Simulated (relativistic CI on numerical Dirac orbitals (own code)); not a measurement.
Mn⁵⁺ in a cubic cluster: 1s photoemission with charge transfer

Computed with a charge-transfer multiplet model of a cubic metal-ligand cluster with up to 2 ligand holes, Slater and spin-orbit integrals from Dirac-Coulomb-Breit ions, Slater integrals scaled by 0.8. The ground state mixes d2 with configurations of k ligand holes L, whose averages lie at kΔ + k(k − 1)U_dd/2; a core hole lowers each added d electron by U_cd. 300 K, Lorentzian 1.1 eV and Gaussian 0.6 eV FWHM.

Atomic integrals in eV (Slater integrals scaled, ζ unscaled), ground: F2dd 10.611, F4dd 6.708, zeta_d 0.057; with the core hole: F2dd 11.849, F4dd 7.512, zeta_d 0.081, G2cd 0.070.

Cluster parameters (eV): U_dd = 5.2, U_cd = 6.6, 10Dq = 1.35, 10Dq(ligand) = 0.4, V(eg) = 3.5, V(t2g) = -1.52, final-state hopping factor = 0.8.

| Case | n_d | d2 | d3L | d4L2 | S |
| --- | --- | --- | --- | --- | --- |
| Δ = 0.3 eV | 2.92 | 0.27 | 0.55 | 0.19 | 1.00 |
| Δ = 1.3 eV | 2.85 | 0.31 | 0.53 | 0.16 | 1.00 |
| Δ = 2.3 eV | 2.78 | 0.36 | 0.51 | 0.13 | 1.00 |

Weights, n_d and S are thermal averages at 300 K. Binding energies count from the first peak over 30 % of the highest in each spectrum, which can be another peak from case to case. The parameters are a model scan and need not match a compound or its usual spin state. Peaks in eV (height, largest 100):
- Δ = 0.3 eV: 0.0 (100), 12.7 (7)
- Δ = 1.3 eV: 0.0 (100), 12.5 (8)
- Δ = 2.3 eV: 0.0 (100), 12.3 (8)

Curve for Δ = 1.3 eV (points under 2 left out, the grid thinned):

```
E (eV)  Intensity
  -3.9        2.4
  -3.5        3.0
  -3.1        3.8
  -2.8        4.6
  -2.4        6.2
  -2.0        8.9
  -1.6       13.6
  -1.3       20.0
  -0.9       36.7
  -0.5       69.0
  -0.1       98.9
   0.3       84.4
   0.6       57.0
   1.0       31.5
   1.4       21.2
   1.8       17.9
   2.1       15.5
   2.5       10.8
   2.9        7.1
   3.3        5.1
   3.6        4.4
   4.0        4.0
   4.4        3.8
   4.8        3.7
   5.2        3.7
   5.5        3.6
   5.9        3.2
   6.3        2.5
   6.7        2.0
   9.2        2.2
   9.6        2.5
  10.0        2.6
  10.4        2.6
  10.7        2.6
  11.1        3.0
  11.5        4.0
  11.9        5.7
  12.3        7.5
  12.6        7.7
  13.0        6.1
  13.4        4.1
  13.8        2.9
  14.1        2.6
  14.5        2.4
  14.9        2.1
```

For the case Δ = 1.3 eV, Δ = 1.3 eV is smaller than U_dd = 5.2 eV, the charge-transfer side of the Zaanen-Sawatzky-Allen scheme. With the core hole the configuration with one ligand hole lies at Δ − U_cd = -6.3, -5.3, -4.3 eV from the one without, in the order of the table; where this is negative the screened configuration lies lower, though the effective hopping of about 5.6 eV (from the holes of the mixed ground state) mixes the two strongly wherever it is as large as the gap.

With at most 2 ligand holes the space is cut while the next configuration still counts, so covalency is underestimated, and a final configuration with one more ligand hole, which can lie low, is missing from the spectra.
